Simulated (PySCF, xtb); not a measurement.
C4H11FSi, SMILES C(C)(C[SiH2]F)C. Other conformers were not sampled.

Harmonic wavenumbers (cm⁻¹) from GFN2-xTB run with xtb at its own minimum, in rising order: 45, 76, 177, 195, 215, 240, 338, 379, 436, 509, 586, 687, 751, 769, 788, 828, 892, 948, 986, 990, 1060, 1134, 1185, 1223, 1267, 1336, 1342, 1411, 1424, 1474, 1497, 1500, 1506, 1511, 2307, 2326, 2919, 2955, 2975, 3022, 3024, 3028, 3031, 3034, 3043.

Question: What does PBE-D3(BJ)/def2-SVP (PySCF) give at its own minimum? (An estimate is asked for; the answer gives what the named calculation found.)

Answer: 48, 109, 159, 225, 238, 263, 332, 367, 418, 559, 661, 715, 760, 819, 830, 897, 905, 923, 938, 949, 1023, 1088, 1149, 1180, 1192, 1300, 1305, 1338, 1353, 1365, 1408, 1416, 1427, 1433, 2165, 2174, 2938, 2945, 2959, 2965, 3000, 3045, 3049, 3055, 3073. Paired by order, the mean absolute difference is 45 cm⁻¹ and the zero-point energies are 87.7 and 86.4 kcal/mol.
